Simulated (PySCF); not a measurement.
(LiSH)3 ring, H₃Li₃S₃.
Z-matrix (Å and degrees, PBE0-D3(BJ)/def2-SVP geometry), rows numbered from 1:
```
Li
S   1  2.3093
Li  2  2.3045  1   92.75
S   3  2.3020  2  145.91  1     1.04
Li  4  2.2981  3   94.98  2     0.73
S   5  2.2999  4  145.16  3    -5.41
H   2  1.3529  1   96.71  3    96.76
H   4  1.3522  3   98.07  2   100.08
H   6  1.3520  1   97.92  2    96.24
```

The closed-shell ground state was solved at several levels (PySCF, density fitting, gas phase, non-relativistic).

```json
{"level": "KT2/pcSseg-1", "basis functions": "123", "HOMO (eV)": "-5.94", "LUMO (eV)": "-1.37", "gap (eV)": "4.57", "dipole (D)": "0.90"}
{"level": "CAM-B3LYP/def2-SVPD", "basis functions": "141", "HOMO (eV)": "-8.34", "LUMO (eV)": "-0.31", "gap (eV)": "8.03", "dipole (D)": "0.68"}
```

Question: What might PBE0/pcSseg-1 (123 basis functions) give for the same quantities?

Answer: HOMO -7.07 eV, LUMO -0.76 eV, gap 6.31 eV, dipole 0.98 D.

Question: Over all these levels, which gives the widest orbital gap and which the narrowest?

Answer: CAM-B3LYP/def2-SVPD (range-separated hybrid) has the widest, 8.03 eV, and KT2/pcSseg-1 (GGA) the narrowest, 4.57 eV. Functional and basis both differ between the two, so the spread mixes both effects.

Question: How far do the dipole and the HOMO energy spread over the levels?

Answer: The dipole runs from 0.68 to 0.98 D (mean 0.85 D) and the HOMO from -8.34 to -5.94 eV.

One conformer stands for the species.
